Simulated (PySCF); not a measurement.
Molecule: SMILES FC(F)C#CC(F)(F)F, C4HF5.

Cartesian coordinates in Å; atom numbers follow the order of the lines, from 1:
```xyz
10

F    -2.328   -0.305   -1.458
C    -2.019    0.249   -0.266
F    -2.314    1.564   -0.350
C    -0.605    0.056    0.041
C     0.568   -0.077    0.244
C     1.986   -0.269    0.549
F     2.286   -1.567    0.684
F     2.773    0.223   -0.411
F     2.325    0.335    1.694
H    -2.665   -0.204    0.507
```

Frames of a GFN2-xTB Langevin trajectory at 300 K; GIAO PBE0/pcSseg-1 shieldings in PySCF 2.14.0 with density-fitted response routines, gas phase, non-relativistic; equivalent atoms averaged within each frame.

Shifts are taken against calculated references (same method and geometry level): CFCl3 for 19F (σref 170.95); TMS for 13C (σref 186.93), 1H (σref 31.72). The references are static minima.

Problem. How do the shifts (ppm) fluctuate along the trajectory?

Solution. 
```
         time (fs)  F7/F8/F9   F1/F3     C6     C2    C4    C5   H10
               250     -72.2  -130.3  119.3  109.3  88.2  87.7  7.74
               425     -66.9  -126.5  123.5  108.3  86.3  90.8  6.76
               625     -50.5  -114.6  127.8  110.6  87.1  86.7  6.72
               800     -62.0  -133.7  123.7  107.5  85.6  85.8  7.75
              1000     -62.8  -131.9  124.1  109.3  88.3  83.7  6.82
    mean of frames     -62.9  -127.4  123.7  109.0  87.1  86.9  7.16
standard deviation       8.0     7.6    3.0    1.2   1.2   2.6  0.54
```

5 frames give an uncertainty of the mean of about the standard deviation over 2.2 at best, since frames this close in time may not be independent; classical motion lacks zero-point vibration, and the reference would need the same averaging.
